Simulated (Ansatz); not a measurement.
Computed with Ansatz on PBE0-D4/def2-TZVP structures; ΔE is electronic, products minus reactants. CCSD(T)/CBS is the MP2 limit (def2-TZVPP, def2-QZVPP) plus CCSD(T) − MP2 in def2-TZVPP, frozen cores. This one scheme is used for every species. Functionals use def2-TZVPP. B3LYP here is the variant with VWN-RPA as its local correlation; programs differ in this. HSE06 is defined as in plane-wave codes.

Consider the hydrogenolysis of the Si–Si bond: `F[Si](F)([SiH3])Cl` + H₂ → `F[SiH](F)Cl` + SiH₄.

| level | ΔE (kcal/mol) | difference from CCSD(T)/CBS |
| --- | --- | --- |
| LDA (SPW92) | -3.2 | 3.1 |
| PBE-D4 | -2.1 | 4.2 |
| revPBE-D4 | -1.5 | 4.8 |
| BLYP-D4 | -3.9 | 2.4 |
| r2SCAN-D4 | -4.6 | 1.7 |
| B97M-V | -5.8 | 0.5 |
| PBE0-D4 | -4.0 | 2.3 |
| B3LYP-D4 | -5.5 | 0.8 |
| r2SCANh-D4 | -5.1 | 1.2 |
| r2SCAN0-D4 | -5.8 | 0.5 |
| HSE06-D4 | -4.0 | 2.3 |
| BHLYP-D4 | -7.5 | -1.2 |
| CAM-B3LYP-D4 | -7.2 | -0.9 |
| ωB97X-V | -6.2 | 0.1 |
| ωB97M-V | -7.0 | -0.7 |
| PBE-QIDH | -6.8 | -0.5 |
| PBE | -3.7 | 2.6 |
| revPBE | -4.1 | 2.2 |
| BLYP | -7.0 | -0.7 |
| PBE0 | -5.5 | 0.8 |
| r2SCANh | -5.6 | 0.7 |
| r2SCAN0 | -6.3 | 0.0 |
| HSE06 | -5.4 | 0.9 |
| BHLYP | -10.1 | -3.8 |
| CAM-B3LYP | -8.8 | -2.5 |
| LC-ωPBE | -6.5 | -0.2 |
| RPA@PBE/def2-TZVPP | -8.3 | -2.0 |
| HF/def2-SVP | -14.8 | -8.5 |
| MP2/def2-SVP | -10.0 | -3.7 |
| CCSD/def2-SVP | -10.9 | -4.6 |
| CCSD(T)/def2-SVP | -10.1 | -3.8 |
| HF/def2-TZVPP | -13.9 | -7.6 |
| MP2/def2-TZVPP | -7.6 | -1.3 |
| SCS-MP2/def2-TZVPP | -9.1 | -2.8 |
| CCSD/def2-TZVPP | -8.7 | -2.4 |
| CCSD(T)/def2-TZVPP | -7.5 | -1.2 |
| HF/def2-QZVPP | -14.0 | -7.7 |
| SCS-MP2/def2-QZVPP | -8.5 | -2.2 |
| MP2/CBS(def2) | -6.4 | -0.1 |
| CCSD/CBS(def2) | -7.6 | -1.3 |
| CCSD(T)/CBS | -6.3 | 0 |

Largest T1 diagnostic among the species: 0.012.

From r2SCAN to r2SCAN0 (25 % exact exchange), in def2-TZVPP and without D4, ΔE moves by −1.3 kcal/mol. At CCSD(T), def2-SVP lies −3.8 kcal/mol from the extrapolated value and def2-TZVPP −1.2 kcal/mol. Leaving LDA and LC-ωPBE aside and taking each functional with its dispersion term where it has one, the values, not all of them listed here, spread over 6.5 kcal/mol, from B2PLYP to revPBE-D4.
